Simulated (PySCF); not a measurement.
2-methylphenetole, C9H12O.
SMILES with atom numbers: `[CH3:1][CH2:2][O:3][c:4]1[cH:5][cH:6][cH:7][cH:8][c:9]1[CH3:10]` (hydrogens: H11, H12, H13 on C1; H14, H15 on C2; H16 on C5; H17 on C6; H18 on C7; H19 on C8; H20, H21, H22 on C10)

A GFN2-xTB structure was refined with PBE0-D3(BJ)/def2-SVP geometry optimisation, gas phase (PySCF). Its GFN2-xTB values:

| coordinate | GFN2-xTB |
| --- | --- |
| C1–C2 | 1.521 Å |
| C1–H11 | 1.086 Å |
| C2–O3 | 1.411 Å |
| C2–H14 | 1.099 Å |
| O3–C4 | 1.364 Å |
| C4–C5 | 1.388 Å |
| C4–C9 | 1.405 Å |
| C5–C6 | 1.386 Å |
| C5–H16 | 1.079 Å |
| C6–C7 | 1.380 Å |
| C6–H17 | 1.080 Å |
| C7–C8 | 1.387 Å |
| C7–H18 | 1.080 Å |
| C8–C9 | 1.382 Å |
| C8–H19 | 1.081 Å |
| C10–H20 | 1.089 Å |
| C1–C2–O3 | 107.8° |
| C2–O3–C4 | 119.1° |
| O3–C4–C5 | 124.8° |
| C4–C9–C8 | 119.0° |
| C4–C9–C10 | 119.0° |
| C5–C4–C9 | 119.8° |
| C7–C8–C9 | 121.2° |
| C8–C9–C10 | 122.0° |

Question: How do these coordinates change at the PBE0-D3(BJ)/def2-SVP level?

Answer: 
| coordinate | PBE0-D3(BJ)/def2-SVP (Å or °) | change |
| --- | --- | --- |
| C1–H11 | 1.100 | +0.014 |
| C8–H19 | 1.094 | +0.013 |
| C6–H17 | 1.093 | +0.013 |
| C1–C2 | 1.509 | -0.012 |
| C10–H20 | 1.101 | +0.012 |
| O3–C4 | 1.352 | -0.012 |
| C7–H18 | 1.092 | +0.012 |
| C5–H16 | 1.090 | +0.011 |
| C8–C9 | 1.393 | +0.011 |
| C5–C6 | 1.397 | +0.011 |
| C7–C8 | 1.397 | +0.010 |
| C6–C7 | 1.389 | +0.009 |
| C4–C5 | 1.397 | +0.009 |
| C2–H14 | 1.106 | +0.007 |
| C4–C9 | 1.411 | +0.006 |
| C2–O3 | 1.407 | -0.004 |
| C4–C9–C8 | 118.1 | -0.9 |
| C5–C4–C9 | 120.6 | +0.8 |
| O3–C4–C5 | 124.1 | -0.7 |
| C7–C8–C9 | 121.8 | +0.6 |
| C8–C9–C10 | 122.5 | +0.5 |
| C2–O3–C4 | 119.5 | +0.4 |
| C4–C9–C10 | 119.3 | +0.3 |
| C1–C2–O3 | 108.1 | +0.3 |

The energy falls by 0.055 eV over 5 energy and gradient evaluations, the largest force component goes from 0.0144 to 1.8e-04 Eh/bohr, and the atoms move by 0.020 Å rms after alignment. Among the bonds, C1–H11, C1–H12, C1–H13, C6–H17 and C8–H19 change most and about equally (+0.013 to +0.014 Å). Bonds longer at the end by more than 0.005 Å: 18 of 22; shorter: 2. Rotational constants go from 2508, 917.4, 680.2 to 2472, 920.8, 679.5 MHz.

The run used 200 basis functions and 37 SCF cycles in all. The run took 1.7 min of wall time on Intel Xeon Platinum 8559C, one thread, on a shared host, and the process peaked at 0.91 GiB of memory.

Not checked by PBE0-D3(BJ)/def2-SVP frequencies. One conformer, not necessarily the lowest.

Conformer computed: `[CH3:1][CH2:2][O:3][c:4]1[cH:5][cH:6][cH:7][cH:8][c:9]1[CH3:10]`: C1–C2–O3–C4 180°, C2–O3–C4–C5 0°.
